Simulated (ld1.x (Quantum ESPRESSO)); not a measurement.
**fluorine, TM: configuration errors across variants**

```json
{"Element": "fluorine", "Generator": "ld1.x (Quantum ESPRESSO) 7.5", "Type": "norm-conserving Troullier–Martins (Kleinman–Bylander form)", "Functional": "PBE", "Relativity": "scalar-relativistic", "Frozen core": "[He]", "Valence charge": "7", "Reference configuration": "2s2 2p3 (charge +2)", "Partial waves": "2s (bound): rc 0.70 bohr; 2p (bound): rc 0.85 bohr; 3d channel at 0.3 Ry: rc 0.90 bohr", "Local potential": "all-electron potential smoothed inside 0.65 bohr (lloc = -2)", "Core correction": "a·sin(br)/r model core inside 0.55 bohr"}
```

All-electron excitation energies from the reference (eV): (1) 2s2 2p5 -57.775; (2) 2s2 2p4 -38.385; (3) 2s2 2p2 60.638; (4) 2s2 2p1 146.440; (5) 2s2 2p5.3 -60.445; (6) 2s1 2p6 -38.961; (7) 2s2 2p4.5 -50.232.

The overlap operator is not positive definite (basis up to 400 Ry) in “type ultrasoft; waves now 2s (bound): rcut 0.60, rcutus 0.70 bohr; 2s channel at -1.75 Ry: rcut 0.60, rcutus 0.70 bohr; 2p (bound): rcut 0.75, rcutus 0.85 bohr; 2p channel at -3.05 Ry: rcut 0.75, rcutus 0.85 bohr; 3d channel at 0.3 Ry: rcut 0.80, rcutus 0.90 bohr; local potential all-electron potential smoothed inside 0.55 bohr (lloc = -1); augmentation built from norm-conserving waves at rcut, not smoothed further”. Such files are unfit for use, however small their errors in these radial tests.

Errors AE − PS in meV (a dash: test not solved or not reliable):

| change | (1) | (2) | (3) | (4) | (5) | (6) | (7) | bound ghosts |
| --- | --- | --- | --- | --- | --- | --- | --- | --- |
| base | +19 | +11 | +26 | +196 | +20 | +50 | +16 | none |
| wave 3d channel at 0.3 Ry: rc 0.90 bohr becomes 3d channel at 0.25 Ry: rc 0.90 bohr | +19 | +11 | +26 | +196 | +20 | +50 | +16 | none |
| wave 3d channel at 0.3 Ry: rc 0.90 bohr becomes 3d channel at 0.3 Ry: rc 0.58 bohr | +19 | +11 | +26 | +196 | +20 | +50 | +16 | none |
| core correction a·sin(br)/r model core inside 0.56 bohr | +20 | +11 | +26 | +200 | +21 | +50 | +16 | none |
| type ultrasoft; waves now 2s (bound): rcut 0.60, rcutus 0.70 bohr; 2s channel at -1.75 Ry: rcut 0.60, rcutus 0.70 bohr; 2p (bound): rcut 0.75, rcutus 0.85 bohr; 2p channel at -3.05 Ry: rcut 0.75, rcutus 0.85 bohr; 3d channel at 0.3 Ry: rcut 0.80, rcutus 0.90 bohr; local potential all-electron potential smoothed inside 0.55 bohr (lloc = -1); augmentation built from norm-conserving waves at rcut, not smoothed further | +17 | +8.0 | +15 | +125 | +19 | +41 | +13 | not determined (overlap not positive) |
| wave 2s (bound): rc 0.70 bohr becomes 2s (bound): rc 1.08 bohr | +51 | +23 | +50 | +318 | +57 | +160 | +39 | none |
| local potential the s channel | +14 | +8.7 | +23 | +184 | +14 | +44 | +12 | none |

Question: Give the same row for: all radii but the core radius scaled by about 1.35 (s 0.94, p 1.14, d 1.22 bohr); local potential all-electron potential smoothed inside 0.88 bohr (lloc = -2).

Answer: +58, +30, +83, +537, +60, +199, +47; bound ghosts: none.
